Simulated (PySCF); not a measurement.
Nickel: a sound run and one with changed settings

Sound run: Ni²⁺ [Ar] 3d8, Ni³⁺ [Ar] 3d7. Computed with PySCF 2.14 in x2c-SVPall (5s3p3d1f, 36 functions), with scalar relativity by spin-free X2C-1e. In the sound run the correlated levels freeze [Ar]. The sound run starts from symmetry-adapted Hartree-Fock orbitals and uses a fine grid where one is needed.

A second run was set up differently.

```json
{"species": "Ni²⁺", "method": "MP2", "sound run (hartree)": "-1518.12967", "changed run (hartree)": "-1518.23469", "converged": "yes"}
{"species": "Ni³⁺", "method": "MP2", "sound run (hartree)": "-1516.85878", "changed run (hartree)": "-1516.96715", "converged": "yes"}
```

Ionisation energy of Ni²⁺:

```tsv
method	sound run (eV)	changed run (eV)
UHF	32.895	32.895
MP2	34.583	34.492
SCS-MP2	34.465	34.315
```

(1) What was changed?
A. minimal basis
B. level shift left on
C. all electrons correlated in a valence basis
D. basis contracted for another Hamiltonian

## Answers

(1) C. A valence basis has no tight correlating functions, so it recovers only part of the core correlation, and not evenly between atom and ion.
